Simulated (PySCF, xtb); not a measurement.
Ga(Br)(Me)(NH2) (CH5BrGaN), SMILES [CH3][Ga]([NH2])[Br].

GFN2-xTB (xtb) at its own geometry gives an orbital gap of 3.91 eV and a dipole moment of 6.14 D.

Coordinates come from a TPSSh-D3(BJ)/def2-SVP optimisation. The structure was generated by enumeration; whether it is a known compound was not checked. The values are those of a single conformer.

What does PBE0/def2-TZVP run with PySCF give? (The exact figures need the calculation; the answer reports its results.)

gap 7.19 eV (levels -7.48 and -0.29 eV), dipole 2.93 D.
